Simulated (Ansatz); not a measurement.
Reaction (SMILES): [SiH3]N[SiH2]O[SiH3] + N (NH3) + O (H2O) + [SiH4] (SiH4) -> 2 N[SiH3] + 2 O[SiH3] [hydroxysilane]
Structures are relaxed separately at B3LYP-D3(BJ)/def2-TZVP in Ansatz (a quantum-chemistry and plane-wave program), one conformer each, not searched for the lowest.

Wanted: bond separation energy (electronic energy difference), in kcal/mol. Valence correlation only, unless marked. Spin-orbit coupling is left out. No relativistic terms. Basis-set limits of correlation are two-point, X^-3; Hartree-Fock from the larger set.

```tsv
level	program	bond separation energy (kcal/mol)
PBE-D4/def2-TZVPD	Ansatz + dftd4	14.5
BLYP/def2-TZVPD	Ansatz	[?]
revPBE-D4/def2-TZVPD	Ansatz + dftd4	15.3
revPBE/def2-TZVPD	Ansatz	11.7
PBE0/def2-SVP	Ansatz	11.4
PBE0/def2-QZVPP	Ansatz	12.5
BHLYP/def2-TZVPD	Ansatz	[?]
r2SCANh/def2-TZVPD	Ansatz	[?]
LC-wPBE/def2-TZVPD	Ansatz	12.4
wB97X/def2-TZVPD	Ansatz	[?]
SCS-MP2/aug-cc-pV(D+d)Z	Ansatz	13.9
SCS-MP2/cc-pV(D+d)Z	Ansatz	13.5
CCSD/STO-3G	Ansatz	13.2
CCSD/6-31G*	Ansatz	16.0
CCSD/cc-pwCVTZ	Ansatz	14.1
CCSD(T)/CBS(cc-pV(T+d)Z,cc-pV(Q+d)Z)	Ansatz	14.4
```

Problem. Fill in the missing entries.

Solution. 
- BLYP/def2-TZVPD, bond separation energy (kcal/mol): 11.6
- BHLYP/def2-TZVPD, bond separation energy (kcal/mol): 12.8
- r2SCANh/def2-TZVPD, bond separation energy (kcal/mol): 13.7
- wB97X/def2-TZVPD, bond separation energy (kcal/mol): 13.1
